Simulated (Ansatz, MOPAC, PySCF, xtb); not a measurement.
Dissociation curve of OH (cation, charge +1), triplet.

- GFN1-xTB (xtb)
- UKS-B3LYP/LANL2DZ = PySCF with unrestricted B3LYP/LANL2DZ
- PM3, unrestricted, heats of formation (MOPAC)
- FCI = Ansatz (a first-principles code) with full CI/cc-pVTZ, frozen core

Energies relative to the lowest point of each curve between 0.88 and 1.31 Å, where full CI is lowest, in kcal/mol; the last columns give the difference from FCI:

```tsv
R / Å	GFN1-xTB	UKS-B3LYP/LANL2DZ	PM3	FCI	GFN1-xTB − FCI	UKS-B3LYP/LANL2DZ − FCI	PM3 − FCI
0.70	100.2	118.0	55.0	102.5	-2.3	15.5	-47.5
0.76	55.8	68.3	29.5	57.4	-1.5	11.0	-27.9
0.80	36.4	45.7	17.6	37.1	-0.7	8.6	-19.6
0.84	22.7	29.2	9.1	22.7	0.1	6.6	-13.6
0.88	13.3	17.6	3.7	12.7	0.6	4.9	-9.0
0.93	5.8	8.0	0.4	4.9	0.9	3.1	-4.5
0.96	3.1	4.4	0.0	2.2	0.9	2.2	-2.2
0.97	2.4	3.5	0.1	1.5	0.9	2.0	-1.4
1.00	0.9	1.4	0.9	0.3	0.7	1.2	0.7
1.05	0.0	0.0	3.9	0.0	0.0	0.0	3.9
1.10	0.6	0.4	8.2	1.5	-0.9	-1.0	6.7
1.15	2.2	2.2	13.3	4.2	-2.0	-2.0	9.2
1.21	5.2	5.4	19.8	8.5	-3.3	-3.0	11.4
1.31	11.5	12.3	29.9	17.0	-5.5	-4.7	12.9
1.41	18.3	19.9	38.4	26.2	-8.0	-6.3	12.2
1.54	26.7	29.5	47.8	37.9	-11.2	-8.5	9.9
1.71	36.6	40.3	61.0	51.9	-15.4	-11.7	9.1
1.92	46.1	50.5	78.7	66.6	-20.5	-16.1	12.1
2.14	53.2	58.0	92.3	79.0	-25.8	-21.0	13.3
2.43	59.0	64.6	102.7	91.5	-32.4	-26.9	11.2
2.83	63.3	69.5	110.7	103.1	-39.9	-33.6	7.6
3.28	—	71.5	114.9	110.6	—	-39.1	4.3
```

GFN1-xTB is furthest from FCI at 2.83 (-39.9 kcal/mol, below); its mean absolute difference over the points is 8.3 kcal/mol.

UKS-B3LYP/LANL2DZ is furthest from FCI at 3.28 (-39.1 kcal/mol, below); its mean absolute difference over the points is 10.4 kcal/mol.

PM3 is furthest from FCI at 0.70 (-47.5 kcal/mol, below); its mean absolute difference over the points is 11.4 kcal/mol.

Dashes: no converged value, or the column stops at the first point that the program doubted or that broke a chosen test of continuity, which isn't proof of a fault.

The unrestricted determinant behind UKS-B3LYP/LANL2DZ is spin-contaminated at 1.71 to 3.28 Å (<S²> up to 2.5, against 2.00 for a pure triplet).
